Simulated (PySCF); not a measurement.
# Dipole moment and polarisability of AsMe2(NMe2)

AsMe2(NMe2), C4H12AsN.
Cartesian coordinates in Å at the PBE0-D3(BJ)/def2-SVP level; atoms count from 1:
```xyz
18
C4H12AsN angstrom
As     0.2936    0.5530    1.0290
C      2.0819    0.6731    0.2318
H      2.7237   -0.1468    0.5821
H      2.5394    1.6229    0.5467
H      2.0025    0.6448   -0.8649
C     -0.4185    2.1584    0.1571
H     -0.3482    2.0556   -0.9357
H      0.1706    3.0267    0.4886
H     -1.4646    2.3291    0.4482
N     -0.4039   -0.6816   -0.2255
C     -1.8446   -0.7725   -0.1912
C      0.2112   -1.9853   -0.1461
H     -2.1935   -1.4031   -1.0278
H     -2.3026    0.2193   -0.3245
H     -2.2547   -1.2149    0.7440
H      1.3053   -1.9085   -0.2333
H     -0.0176   -2.5449    0.7883
H     -0.1363   -2.6084   -0.9890
```

Level: CAM-B3LYP/def2-SVPD (PySCF), static field, nuclei fixed, core orbitals frozen in the response. The polarisability tensor in these axes (au):

```
x    97.75   3.26   1.74
y     3.26 101.46   2.24
z     1.74   2.24  79.79
```

Give the principal values, the mean and the anisotropy Δα = √{½[(α1 − α2)² + (α2 − α3)² + (α1 − α3)²]}.

Principal values 79.45, 95.87 and 103.69 au; mean 93.00 au = 13.78 Å³ = 15.33 × 10⁻⁴⁰ C²·m²/J; Δα = 21.43 au (23 % of the mean).

What is the dipole moment, and where does it point?

(0.14, 0.22, -0.38) D, 0.46 D in size, pointing from the negative to the positive side. Measured along this direction, the outermost atoms are H15 and H17 at the negative end and H5 and H7 at the positive end.

What depolarisation ratio follows for Rayleigh scattering of linearly polarised light, taking the static tensor?

ρ = 3Δα²/(45ᾱ² + 4Δα²) = 1377.2/(389209 + 1836.2) = 0.00352.

Sum over states: ᾱ = Σ f/ω², ω in Eh. What share falls to these 10 lowest TDDFT singlets (eV, f)? 5.30, 0.1216; 5.64, 0.0647; 5.77, 0.0196; 6.43, 0.0728; 6.75, 0.1101; 6.92, 0.0017; 7.02, 0.0161; 7.19, 0.0483; 7.40, 0.0341; 7.63, 0.0073.

They add up to 9.75 au, 10.5 % of the 93.00 au; the largest single term is 3.20 au, from the state at 5.30 eV. Terms in order: 3.20, 1.51, 0.44, 1.30, 1.79, 0.03, 0.24, 0.69, 0.46, 0.09 au. Higher excitations give the rest. The strengths listed sum to 0.496.

What are the principal values of the traceless quadrupole moment, Θ = ½Σq(3rr − r²1), about the centre of nuclear charge?

-5.99, 2.63, 3.36 D·Å. The values depend on the origin, since the dipole doesn't vanish. The electronic extent ⟨r²⟩ about the same centre is 931 bohr², a root-mean-square distance of 1.85 Å for the 76 electrons.

Refractivity n − 1 of an ideal gas of it at 298.15 K and 1 atm, from the electronic α?

N = p/kT = 2.4615 × 10¹⁹ cm⁻³, so n − 1 = 2π × N × 13.78 × 10⁻²⁴ cm³ = 2131 × 10⁻⁶ at long wavelengths.

Isolated species at its PBE0-D3(BJ)/def2-SVP geometry (one conformer only). The calculation is non-relativistic, for arsenic too.
